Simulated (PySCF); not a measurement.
From one molecule to another.

First species: hydrogen selenide, H2Se.
SMILES with atom numbers: `[SeH2:1]` (hydrogens: H2, H3 on Se1)

Cartesian coordinates in Å at the PBE0-D3(BJ)/def2-SVP level; atoms count from 1:
```xyz
3
H2Se angstrom
Se     0.0194    0.6503    0.0089
H     -1.0565   -0.3498   -0.0272
H      1.0437   -0.4028   -0.0267
```

Second species: C₄H₅BrClFSi₂.
InChI=1S/C4H5BrClFSi2/c5-9-2-1-8(6)3-4(9)7/h1-3,8-9H/t8-,9-/m0/s1

Levels: B3LYP/def2-SVPD for dipole moment, HOMO energy, LUMO energy, HOMO–LUMO gap, static isotropic polarisability and electronic spatial extent ⟨r²⟩ about the centre of nuclear charge; TDDFT B3LYP/def2-SVPD for lowest singlet excitation; PBE0-D3(BJ)/def2-SVP for rotational constant A and rotational constant C. Geometries: PBE0-D3(BJ)/def2-SVP. Each structure is a single optimised conformer of the isolated species, non-relativistic unless stated; the electronic structure was computed with PySCF and density fitting.

```
                                                         property     column X    column Y
                                                    dipole moment       0.67 D      1.51 D
                                                      HOMO energy     -6.89 eV    -8.00 eV
                                                      LUMO energy     -0.44 eV    -2.23 eV
                                                    HOMO–LUMO gap      6.45 eV     5.77 eV
                                        lowest singlet excitation      5.23 eV     4.95 eV
                                  static isotropic polarisability      31.7 au    132.5 au
electronic spatial extent ⟨r²⟩ about the centre of nuclear charge     59 bohr²  3213 bohr²
                                            rotational constant A  243.423 GHz   1.566 GHz
                                            rotational constant C  117.523 GHz   0.302 GHz
```

**Question.** Which column belongs to which species?

**Answer.** Column X is the first species and column Y the second. The first has 3 atoms and 36 electrons, the second 14 and 118.

**Question.** How does each property change from the first species to the second?

**Answer.** dipole moment +0.84 D; HOMO energy -1.11 eV; LUMO energy -1.79 eV; HOMO–LUMO gap -0.68 eV; lowest singlet excitation -0.28 eV; static isotropic polarisability +100.8 au; electronic spatial extent ⟨r²⟩ about the centre of nuclear charge +3154 bohr²; rotational constant A -241.857 GHz; rotational constant C -117.221 GHz.

On the first: A dipole of 0.67 D is allowed in C2v, and pure rotational transitions are dipole-allowed. The polarisability is 4.70 Å³ as a volume (1 au = 0.148185 Å³), or 0.88 au for each of the 36 electrons. The calculation is non-relativistic and has no spin–orbit coupling, an omission that weighs most on selenium.

On the second: The principal polarisabilities are 104.0, 115.5 and 178.1 au; their mean is the isotropic value. A dipole of 1.51 D is allowed in C1, and pure rotational transitions are dipole-allowed. Relativistic effects, spin–orbit coupling among them, are left out although an element past zinc is present.
